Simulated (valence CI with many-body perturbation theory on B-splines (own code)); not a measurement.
## In XXXV: electric-dipole lines

Computed by valence CI with perturbative core correlation (CI+MBPT): five valence electrons over a frozen Dirac-Fock core [Ne], radial functions for each j: 9 s, 9 p, 8 d, 6 f, 3 g, 1 h, with the one-electron correlation potential Σ1, the two-electron term Σ2, the three-electron term Σ3, Breit, model QED; selected CI, second order for the rest (own B-spline code, finite nucleus).

No measured spectrum was set against this ion. As an estimate, large intervals hold to a few tenths of a per cent, small ones and those within an open d or f shell to about a per cent. Among the levels kept, up to 580 cm⁻¹ of a level comes from second order outside the variational space, and about a tenth of that is noise between levels of different J, which matters for small intervals.

Lines 51 to 100 of 206 in falling wavelength, among levels below 2319500 cm⁻¹, chosen from the strongest by gf and those to the six lowest levels. Wavelengths and rates use the calculated energies. Electric multipoles are in the length gauge, E1 and E2 with the static RPA response of the core. Weak lines are less certain than strong ones. Lines between different terms over intervals too small for the method are left out, as are lines whose strength nearly cancels. The highest levels of a list are the least certain.

Levels are named by their leading jj configuration (3d3/2^4 stands for four electrons in 3d with j = 3/2), which in mixed levels can hold well under half, so a name can repeat and another be missing. Letters in brackets count levels of one name in rising energy.

```tsv
λ vac (Å)	Upper	Lower	A (s⁻¹)	log gf	Branch %
141.3	(3s 3p1/2^2 3p3/2 3d3/2) J=5/2	(3s^2 3p1/2 3p3/2 3d3/2) J=3/2 [a]	6.17e+08	-1.96	7.1
140.6	(3s 3p1/2^2 3p3/2^2) J=5/2	(3s^2 3p1/2 3p3/2^2) J=3/2	3.18e+09	-1.25	43.0
140.4	(3s 3p1/2^2 3p3/2 3d3/2) J=3/2 [a]	(3s^2 3p1/2 3p3/2 3d3/2) J=5/2 [a]	1.32e+09	-1.81	11.9
140.0	(3s 3p1/2^2 3p3/2 3d3/2) J=3/2 [a]	(3s^2 3p1/2 3p3/2 3d3/2) J=3/2 [a]	1.69e+09	-1.70	15.2
139.8	(3s 3p1/2^2 3p3/2 3d3/2) J=1/2	(3s^2 3p1/2 3p3/2 3d3/2) J=3/2 [a]	9.88e+08	-2.24	14.9
139.6	(3s^2 3p1/2^2 3d3/2) J=3/2	(3s^2 3p1/2 3p3/2^2) J=3/2	1.24e+08	-2.84	14.7
137.7	(3s 3p1/2^2 3p3/2 3d3/2) J=7/2	(3s^2 3p1/2 3p3/2 3d3/2) J=5/2 [a]	5.02e+08	-1.94	9.0
134.8	(3s 3p1/2^2 3p3/2 3d5/2) J=9/2	(3s^2 3p1/2 3p3/2 3d3/2) J=7/2	7.75e+07	-2.68	1.2
133.6	(3s 3p1/2^2 3p3/2^2) J=1/2	(3s^2 3p1/2 3p3/2^2) J=1/2	6.90e+09	-1.43	15.3
130.5	(3s^2 3p1/2 3p3/2 3d5/2) J=5/2 [b]	(3s^2 3p3/2^3) J=3/2	6.72e+08	-1.99	0.3
130.5	(3s 3p1/2^2 3p3/2^2) J=3/2	(3s^2 3p1/2 3p3/2^2) J=1/2	4.19e+07	-3.37	0.1
129.7	(3s 3p1/2 3p3/2^3) J=1/2	(3s^2 3p3/2^3) J=3/2	2.14e+09	-1.97	1.2
127.7	(3s^2 3p1/2 3p3/2 3d5/2) J=3/2 [a]	(3s^2 3p3/2^3) J=3/2	3.74e+08	-2.44	0.5
126.5	(3s 3p1/2^2 3p3/2 3d5/2) J=5/2	(3s^2 3p1/2 3p3/2 3d5/2) J=5/2 [a]	2.90e+09	-1.38	8.1
125.7	(3s 3p1/2^2 3p3/2 3d5/2) J=3/2	(3s^2 3p1/2 3p3/2 3d5/2) J=5/2 [a]	9.87e+09	-1.03	22.9
124.5	(3s 3p1/2^2 3p3/2 3d3/2) J=3/2 [b]	(3s^2 3p1/2 3p3/2 3d3/2) J=1/2 [a]	5.50e+08	-2.29	1.5
123.6	(3s^2 3p1/2 3p3/2 3d3/2) J=3/2 [b]	(3s^2 3p3/2^3) J=3/2	1.26e+08	-2.94	0.0
123.4	(3s 3p1/2^2 3p3/2 3d3/2) J=3/2 [b]	(3s^2 3p1/2 3p3/2 3d3/2) J=5/2 [a]	4.11e+09	-1.43	11.0
123.1	(3s 3p1/2^2 3p3/2 3d3/2) J=3/2 [b]	(3s^2 3p1/2 3p3/2 3d3/2) J=3/2 [a]	6.39e+08	-2.24	1.7
119.8	(3s^2 3p1/2^2 3d5/2) J=5/2	(3s^2 3p1/2 3p3/2^2) J=5/2	5.97e+08	-2.11	1.3
119.4	(3s 3p1/2^2 3p3/2^2) J=3/2	(3s^2 3p1/2 3p3/2^2) J=5/2	6.28e+09	-1.27	8.8
118.6	(3s^2 3p1/2 3p3/2 3d3/2) J=5/2 [b]	(3s^2 3p3/2^3) J=3/2	1.50e+09	-1.72	0.7
118.2	(3s^2 3p1/2 3p3/2 3d3/2) J=1/2 [b]	(3s^2 3p3/2^3) J=3/2	3.64e+08	-2.82	0.1
117.6	(3s 3p1/2^2 3p3/2 3d5/2) J=5/2	(3s 3p1/2 3p3/2^3) J=3/2 [a]	3.82e+09	-1.32	10.7
116.9	(3s 3p1/2^2 3p3/2 3d5/2) J=3/2	(3s 3p1/2 3p3/2^3) J=3/2 [a]	5.28e+09	-1.36	12.3
115.8	(3s 3p1/2^2 3p3/2 3d5/2) J=3/2	(3s^2 3p1/2 3p3/2 3d3/2) J=1/2 [a]	7.16e+08	-2.24	1.7
114.9	(3s 3p1/2^2 3p3/2 3d5/2) J=3/2	(3s^2 3p1/2 3p3/2 3d3/2) J=5/2 [a]	1.51e+09	-1.92	3.5
114.0	(3s 3p1/2^2 3p3/2^2) J=1/2	(3s^2 3p1/2 3p3/2^2) J=3/2	5.76e+07	-3.65	0.1
113.3	(3s 3p1/2^2 3p3/2 3d3/2) J=5/2	(3s 3p1/2^2 3p3/2^2) J=3/2	1.21e+09	-1.86	13.9
113.0	(3s 3p1/2^2 3p3/2 3d3/2) J=5/2	(3s^2 3p1/2^2 3d5/2) J=5/2	1.26e+09	-1.84	14.5
112.5	(3s 3p1/2^2 3p3/2 3d3/2) J=3/2 [a]	(3s 3p1/2^2 3p3/2^2) J=3/2	1.46e+09	-1.95	13.2
112.3	(3s 3p1/2^2 3p3/2 3d3/2) J=1/2	(3s 3p1/2^2 3p3/2^2) J=3/2	9.63e+08	-2.44	14.5
112.2	(3s 3p1/2^2 3p3/2 3d3/2) J=3/2 [a]	(3s^2 3p1/2^2 3d5/2) J=5/2	4.96e+08	-2.43	4.5
112.1	(3s^2 3p1/2^2 3d5/2) J=5/2	(3s^2 3p1/2 3p3/2^2) J=3/2	1.05e+09	-1.93	2.2
111.7	(3s 3p1/2^2 3p3/2^2) J=3/2	(3s^2 3p1/2 3p3/2^2) J=3/2	2.74e+09	-1.69	3.8
110.5	(3s 3p1/2^2 3p3/2 3d3/2) J=7/2	(3s^2 3p1/2^2 3d5/2) J=5/2	1.03e+09	-1.82	18.4
110.4	(3s^2 3p1/2 3p3/2 3d5/2) J=3/2 [b]	(3s^2 3p3/2^3) J=3/2	1.07e+09	-2.11	0.6
110.3	(3s 3p1/2^2 3p3/2 3d3/2) J=3/2 [a]	(3s 3p1/2^2 3p3/2^2) J=1/2	9.03e+08	-2.18	8.1
110.1	(3s 3p1/2^2 3p3/2 3d3/2) J=1/2	(3s 3p1/2^2 3p3/2^2) J=1/2	6.07e+08	-2.66	9.2
109.4	(3s^2 3p1/2 3p3/2 3d5/2) J=5/2 [c]	(3s^2 3p3/2^3) J=3/2	1.18e+09	-1.89	0.4
106.7	(3s 3p1/2 3p3/2^3) J=3/2 [b]	(3s^2 3p3/2^3) J=3/2	5.80e+09	-1.40	2.4
106.2	(3s^2 3p1/2 3p3/2 3d3/2) J=3/2 [a]	(3s^2 3p1/2 3p3/2^2) J=1/2	1.33e+07	-4.05	0.1
105.2	(3s^2 3p1/2 3p3/2 3d3/2) J=1/2 [a]	(3s^2 3p1/2 3p3/2^2) J=1/2	6.45e+07	-3.67	1.5
104.3	(3s 3p1/2 3p3/2^3) J=3/2 [a]	(3s^2 3p1/2 3p3/2^2) J=1/2	1.28e+08	-3.08	1.5
101.4	(3s^2 3p1/2 3p3/2 3d5/2) J=1/2	(3s^2 3p3/2^3) J=3/2	7.91e+08	-2.61	0.3
101.3	(3s 3p1/2^2 3p3/2 3d3/2) J=3/2 [b]	(3s 3p1/2^2 3p3/2^2) J=3/2	3.63e+09	-1.65	9.8
101.0	(3s 3p1/2^2 3p3/2 3d3/2) J=3/2 [b]	(3s^2 3p1/2^2 3d5/2) J=5/2	4.86e+08	-2.53	1.3
98.78	(3s^2 3p1/2 3p3/2 3d3/2) J=3/2 [a]	(3s^2 3p1/2 3p3/2^2) J=5/2	2.60e+08	-2.82	2.0
98.61	(3s^2 3p1/2 3p3/2 3d3/2) J=5/2 [a]	(3s^2 3p1/2 3p3/2^2) J=5/2	5.36e+07	-3.33	4.7
97.12	(3s 3p1/2 3p3/2^3) J=3/2 [a]	(3s^2 3p1/2 3p3/2^2) J=5/2	8.67e+08	-2.31	10.1
```

How does gf follow from A for the line at 116.9 Å?

gf = 1.4992 × (2J+1)_upper × A / σ², with σ = 855158 cm⁻¹ and 2J+1 = 4: gf = 0.0433.
